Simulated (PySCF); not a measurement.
# Bond length, frequency and bond energy of TaC by level of theory

State: ⁴Δ (quartet), unpaired electrons σ ↑↑, δ ↑. Set-up: PySCF, scalar-relativistic core potentials, basis sets Ta def2-TZVPPD with ECP60, C def2-TZVPPD. De refers to Ta (5d3 6s2) + C in their high-spin ground configurations, without counterpoise correction. The functionals are run spin-unrestricted. A positive dipole means Ta(−)C(+). Levels whose curve was spin-contaminated or gave no clean fit are not listed.

```csv
Level,Re (Å),ωe (cm⁻¹),De (eV),μ (D),"CPU s a point (SCF and correlation, without the integrals)"
ROHF,1.751,1056,n/a,-4.90,1.5
ROHF-MP2,1.782,978,n/a,n/a,2.8
ROHF-SCS-MP2,1.784,970,n/a,n/a,n/a
ROHF-CCSD,1.776,990,4.21,n/a,n/a
ROHF-CCSD(T),1.793,947,4.65,n/a,150
PBE,1.779,972,n/a,-3.86,1.8
PBEsol,1.773,988,n/a,-3.81,1.1
revPBE,1.784,964,n/a,-3.86,1.1
TPSS,1.783,970,n/a,-4.00,2.8
r²SCAN,1.770,990,n/a,-4.00,2.9
r²SCANh,1.765,1001,n/a,-4.08,4
PBE0,1.762,1013,n/a,-4.11,3.9
LC-ωPBE,1.743,1063,n/a,-4.51,3.3
```

The bond length runs from 1.743 Å (LC-ωPBE) to 1.793 Å (ROHF-CCSD(T)).

Correlated steps freeze 1 core orbital. De is left out where the level can put another filling of the metal’s s and d shells below the measured ground configuration, by anything from nothing to about 1 eV. Spin–orbit coupling is left out, which matters for elements this heavy, above all for dissociation energies. Counting both spins, an empty level lies below a filled one in some of these solutions, because spin and occupation are held. UHF is strongly spin-contaminated for TaC, so the ROHF reference used there is far from stable. With d or f electrons several states lie close, and the lowest PBE0 determinant need not be the measured ground state.

The whole job (state search and all levels along the bond) took about 16 min on 2 threads of Arm Neoverse V1 (shared host), peak memory 4.3 GiB.
